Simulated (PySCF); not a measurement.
Compound: Si5H12.
SMILES: `[SiH3][SiH2][SiH]([SiH3])[SiH3]`

Torsions of this conformer, `[SiH3:1][SiH2:2][SiH:3]([SiH3:4])[SiH3:5]`: Si1–Si2–Si3–Si4 177°.

The closed-shell ground state was solved at several levels (PySCF, density fitting, gas phase, non-relativistic). Geometry: PBE0-D3(BJ)/def2-TZVP, one conformer, isolated molecule.

```csv
level,basis functions,total energy (Eh),HOMO (eV),LUMO (eV),gap (eV),dipole (D)
B97-2/pcSseg-2,383,-1454.8131,-7.53,-0.56,6.97,0.13
KT3/pcSseg-2,383,-1466.3779,-6.82,-1.33,5.49,0.12
wB97X-D/pcSseg-2,383,-1454.7312,-9.47,1.10,10.57,0.14
```

Question: Estimate the row for PBE0/pcSseg-2, a basis of 383 functions; the other rows only guide the guess.

Answer: Total energy -1454.1227 Eh, HOMO -7.75 eV, LUMO -0.56 eV, gap 7.19 eV, dipole 0.12 D.

Question: Over all these levels, which gives the widest orbital gap and which the narrowest?

Answer: wB97X-D/pcSseg-2 (range-separated hybrid) has the widest, 10.57 eV, and KT3/pcSseg-2 (GGA) the narrowest, 5.49 eV. From the narrowest to the widest the HOMO moves by -2.65 eV and the LUMO by +2.43 eV.

Question: In the pcSseg-2 basis, how does the gap go with the fixed share of exact exchange?

Answer: KT3 (0 %) 5.49 eV; B97-2 (21 %) 6.97 eV; PBE0 (25 %) 7.19 eV. Each rise in the share widens the gap here.

Question: How far do the dipole and the HOMO energy spread over the levels?

Answer: The dipole runs from 0.12 to 0.14 D (mean 0.13 D) and the HOMO from -9.47 to -6.82 eV.

The pairwise dispersion term of wB97X-D wasn't added to the energies; at a given geometry it leaves orbitals and properties as they are.
